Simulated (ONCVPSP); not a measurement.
Cutoff test, chlorine (Cl), ONCV

```
Element                 : Cl (Z = 17)
Generator               : ONCVPSP 4.0.1
Type                    : optimised norm-conserving Vanderbilt (ONCV)
Functional              : PBE
Relativity              : scalar-relativistic
Frozen core             : [Ne]
Valence charge          : 7
Reference configuration : 3s1.75 3p5.25
Partial waves           : 3s: rc 1.35 bohr, ncon 4, nbas 8, qcut 6.1 1/bohr, 2 projectors, debl 3.9 Ha; 3p: rc 1.05 bohr, ncon 5, nbas 8, qcut 7.4 1/bohr, 3 projectors, debl 2.8 Ha; d scattering state at 0.17 Ha: rc 1.40 bohr, ncon 4, nbas 8, qcut 7.2 1/bohr, 2 projectors, debl 1.6 Ha
Local potential         : polynomial inside 0.90 bohr (lpopt 5, dvloc0 0 Ha)
Core correction         : Teter function, fcfact 3.5, rcfact 1.25
```

Problem. For each optimised wave give the share of its norm inside rc, the residual kinetic energy above qcut (Ha) and the cutoffs (Ha) for errors of 10, 1, 0.1 and 0.01 mHa per electron.

Solution.

```tsv
wave	norm inside rc	residual KE	10 mHa	1 mHa	0.1 mHa	0.01 mHa
3s	0.424	2.2e-04	11.7	15.9	26.0	82.5
s projector 2	0.083	6.4e-04	13.3	17.7	34.2	112.0
3p	0.133	2.1e-02	64.1	157.9	183.3	204.3
p projector 2	0.066	2.4e-02	51.1	204.3	238.7	261.6
p projector 3	0.083	1.6e-01	106.3	281.3	316.8	349.6
d projector 1	0.056	1.5e-04	12.0	20.0	27.7	107.2
d projector 2	0.250	3.7e-03	22.8	30.4	71.5	119.5
```

The occupied waves need 158 Ha and 183 Ha for 1 and 0.1 mHa. Note: ghosts flagged at negative energy: p at -197.3 eV; GHOST(+) flagged for s at 104.2 eV, d at 122.9 eV. A true bound ghost makes a file unfit for plane-wave use.
